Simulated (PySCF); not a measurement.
SMILES CC[CH2][Al]([CH3])[Cl] (C4H10AlCl) (GFN2-xTB optimised geometry):

```
16

Al     1.093    -0.609     0.000
Cl     3.130    -0.609     0.000
C      0.165    -2.374    -0.007
H     -0.922    -2.304     0.065
H      0.506    -3.001     0.823
H      0.391    -2.937    -0.919
C      0.156     1.166     0.000
C     -1.374     1.054     0.012
C     -2.046     2.423     0.000
H      0.461     1.758    -0.876
H      0.475     1.768     0.865
H     -1.706     0.482    -0.859
H     -1.694     0.503     0.900
H     -1.749     3.001     0.873
H     -3.130     2.323     0.009
H     -1.762     2.980    -0.891
```

Level of theory: PBE0/def2-TZVP (PySCF).

Task: What are the frontier orbital energies and the dipole moment?

Result: HOMO-2 -9.25 eV, HOMO-1 -8.85 eV, HOMO -7.42 eV, LUMO -0.66 eV, LUMO+1 0.03 eV; dipole moment 1.57 D.

On the same geometry PBE/def2-TZVP (PySCF 2.14.0) gives HOMO-2 -7.85 eV, HOMO-1 -7.52 eV, HOMO -6.20 eV, LUMO -1.44 eV, LUMO+1 -0.73 eV; dipole moment 1.53 D.

Meta-Löwdin charges at PBE0/def2-TZVP: Al1 0.84, Cl2 -0.33, C3 -0.66, H4 0.13, H5 0.13, H6 0.13, C7 -0.49, C8 -0.18, C9 -0.34, H10 0.12, H11 0.12, H12 0.10, H13 0.10, H14 0.11, H15 0.11, H16 0.11.
